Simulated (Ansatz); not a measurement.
Isolated molecules relaxed with PBE0-D4/def2-TZVP in Ansatz; ΔE leaves out vibrations. CCSD(T)/CBS adds triple-zeta CCSD(T) − MP2 to the extrapolated MP2 energy (def2 sets, frozen cores). Functionals use def2-TZVPP. B3LYP here is the variant with VWN-RPA as its local correlation; programs differ in this. def2 core potentials past Kr. For Sb, Sn outer-core shells are correlated without core-valence functions, which leaves a few kJ/mol of doubt a bond. Each species was taken in one conformer, which may not be the lowest.

Consider the substitution at a C–Si bond: `C[SiH](Cl)[SbH2]` + `[NH2][SnH2][OH]` → `C[NH][SnH2][OH]` + `Cl[SiH2][SbH2]`.

`C[SiH](Cl)[SbH2]`:

Cartesian coordinates in Å:
```
C -1.004 0.432 0.840
Si 0.501 -0.589 0.444
Cl -0.012 -2.593 0.548
Sb 1.491 -0.184 -1.896
H -1.383 0.182 1.833
H -0.748 1.494 0.818
H -1.794 0.252 0.108
H 1.563 -0.373 1.462
H 1.474 1.503 -1.606
H -0.087 -0.124 -2.551
```

`[NH2][SnH2][OH]`:

Cartesian coordinates in Å:
```
N -0.544 1.276 0.643
Sn 0.154 -0.537 0.129
O -0.323 -0.719 -1.769
H -0.924 1.335 1.578
H 0.086 2.051 0.497
H -0.722 -1.691 1.025
H 1.860 -0.695 0.204
H 0.411 -1.020 -2.308
```

`C[NH][SnH2][OH]`:

```xyz
11

C     0.245    1.465   -0.787
N     0.782    0.570    0.221
Sn    0.192   -1.350    0.318
O    -1.768   -1.513    0.522
H    -0.781    1.806   -0.596
H     0.880    2.351   -0.890
H     0.242    0.965   -1.760
H     0.879    1.025    1.117
H     0.961   -2.036    1.678
H     0.457   -2.071   -1.195
H    -2.090   -1.211    1.373
```

`Cl[SiH2][SbH2]`:

```xyz
7

Cl    0.273   -2.162    0.442
Si   -0.644   -0.534   -0.425
Sb    0.480    1.698    0.170
H    -0.612   -0.734   -1.895
H    -2.056   -0.521    0.033
H     0.546    1.236    1.812
H     2.014    1.017   -0.136
```

Is it downhill or uphill in electronic energy at CCSD(T)/CBS, and by how much? (Estimate.)

Ansatz gave: Uphill: ΔE = +89.7 kJ/mol.

What do these levels give: B3LYP-D4, ωB97X-V, SCS-MP2/def2-TZVPP, HF/def2-QZVPP, HF/CBS(def2), CCSD/CBS(def2)? (Estimate.)

The calculation gave: B3LYP-D4 85.4, ωB97X-V 85.2, SCS-MP2/def2-TZVPP 85.9, HF/def2-QZVPP 80.1, HF/CBS(def2) 80.1, CCSD/CBS(def2) 89.1 kJ/mol.

Largest T1 diagnostic among the species: 0.013.

In def2-TZVPP, CCSD(T) changes the Hartree–Fock value by +6.3 kJ/mol (the triples alone add +0.6 kJ/mol) and MP2 by +11.5 kJ/mol.
